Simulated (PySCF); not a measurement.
# Heteronuclear NMR

Geometry (Å), atoms numbered from 1 in this order:
```xyz
23

C     2.5548   -0.5687   -0.0821
C     1.2203   -0.1046    0.4900
C     0.2181   -1.2649    0.6906
C    -1.0030   -0.8264   -0.1220
C    -0.3495   -0.1425   -1.3204
C     0.4582    0.8334   -0.4648
C    -0.6509    1.5265    0.3334
C    -1.6509    0.3729    0.6038
C    -2.9452    0.6702    0.0494
N    -3.9639    0.9115   -0.4118
H     2.4197   -1.0481   -1.0487
H     3.2265    0.2777   -0.2105
H     3.0276   -1.2803    0.5914
H     1.4194    0.4051    1.4373
H    -0.0230   -1.4314    1.7404
H     0.6201   -2.1952    0.2876
H    -1.7055   -1.6301   -0.3402
H    -1.0662    0.3540   -1.9731
H     0.2670   -0.8182   -1.9094
H     1.1033    1.5269   -1.0015
H    -1.1213    2.3134   -0.2589
H    -0.2839    1.9719    1.2575
H    -1.7764    0.1738    1.6721
```

[PySCF 2.14.0 with density-fitted response routines: shielding tensors at PBE0/pcSseg-1 (GIAO); GFN2-xTB geometry; relativity neglected; in vacuum; one averaged value for each set of equivalent atoms; single conformer]

Question: What are the ¹⁵N shifts?

Answer: 
| atoms | environment | σ (ppm) | δ (ppm) |
| --- | --- | --- | --- |
| N10 | nitrile nitrogen | -27.8 | -122.5 |

Shieldings were converted by a linear fit to measured shifts: ¹⁵N: δ = -148.07 − 0.921σ (rms 6.3 ppm, 71 shifts vs CH3NO2, solution or neat liquid). Occasional misses reach two or three times the rms, and more in compound classes unlike the fitted ones.

On a 400 MHz spectrometer ¹⁵N resonates near 40.5 MHz, so 1 ppm is 40.5 Hz.
